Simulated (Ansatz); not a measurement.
Job for Ansatz (a first-principles code): R-CCSD(T)/cc-pVDZ on H2OSe (SMILES O[SeH]), a point of a torsion scan. The run froze 15 orbitals, filled d shells among them.

Ansatz 0.2 input:
```yaml
crystal:
  periodic: [false, false, false]
  atoms:
    - {symbol: O, position_ang: [-0.94893878, 0.26128052, 0.28091275]}
    - {symbol: Se, position_ang: [0.75291018, 0.70189259, -0.19574029]}
    - {symbol: H, position_ang: [-1.28692730, -0.41751869, -0.30707983]}
    - {symbol: H, position_ang: [0.60749792, 0.42859179, -1.62591716]}
basis:
  gaussian:
    orbitals: cc-pVDZ
magnetization: {spin_polarized: false}
correlation: {method: ccsd_t, electrons: outside_noble_gas}
scf: {lower_state_search: off}
```

Program output:

```
WARN ansatz: RAYON_NUM_THREADS=1 ignored (pool sized by the plan → 1); use --threads N
Functional definition: HF
these checks for a lower state are left out or cut short: stability, starts, cluster_reference, orbital_swaps, neighbouring_geometries, increment
integrals: 0.02 GiB planned
543 factors; integrals over basis functions are off by at most 1.3e-3 eV
mean field: 0.09 GiB planned
mean field evaluation 1: about -67368.4136 eV, gradient 2.7e1 eV
mean field evaluation 2: about -67368.4161 eV, gradient 2.7e1 eV
mean field evaluation 4: about -67369.8895 eV, gradient 2.1e0 eV
mean field evaluation 8: about -67369.9049 eV, gradient 8.1e-3 eV
mean field -67369.90493819 eV, -2475.7983415168 hartree, gradient 1.8e-6 eV, S^2 0.000000; 0 other end points of the search recorded, 0 dependent functions left out
15 core orbitals not correlated
reference -67369.90493819 eV, -2475.7983415168 hartree; 7, 7 occupied and 29, 29 virtual orbitals, 543 factors
second order -8.41886016 eV of doubles, -0.00000000 eV of singles
coupled cluster: 0.07 GiB planned
cycle   1  -8.71862915 eV  change   -3.0e-1 eV  update   6.6e-2
cycle   2  -8.96212807 eV  change   -2.4e-1 eV  update   2.1e-2
cycle   3  -9.01187427 eV  change   -5.0e-2 eV  update   9.7e-3
cycle   4  -9.00922092 eV  change    2.7e-3 eV  update   2.6e-3
cycle   5  -9.01004683 eV  change   -8.3e-4 eV  update   1.4e-3
cycle   6  -9.01003899 eV  change    7.8e-6 eV  update   5.5e-4
cycle   7  -9.00979854 eV  change    2.4e-4 eV  update   2.5e-4
cycle   8  -9.00982161 eV  change   -2.3e-5 eV  update   1.2e-4
cycle   9  -9.00984993 eV  change   -2.8e-5 eV  update   6.1e-5
cycle  10  -9.00983111 eV  change    1.9e-5 eV  update   2.3e-5
cycle  11  -9.00984912 eV  change   -1.8e-5 eV  update   7.5e-6
cycle  12  -9.00984573 eV  change    3.4e-6 eV  update   3.0e-6
perturbative correction -0.20672410 eV, -0.0075969706 hartree
Total energy: -67379.12150802 eV, -2476.1370442110 hartree
Checks for a lower state left out: stability, starts, cluster_reference, orbital_swaps, neighbouring_geometries, increment
```

The calculation finished and met its thresholds.

Cost: around 0.7 core-seconds (rough).
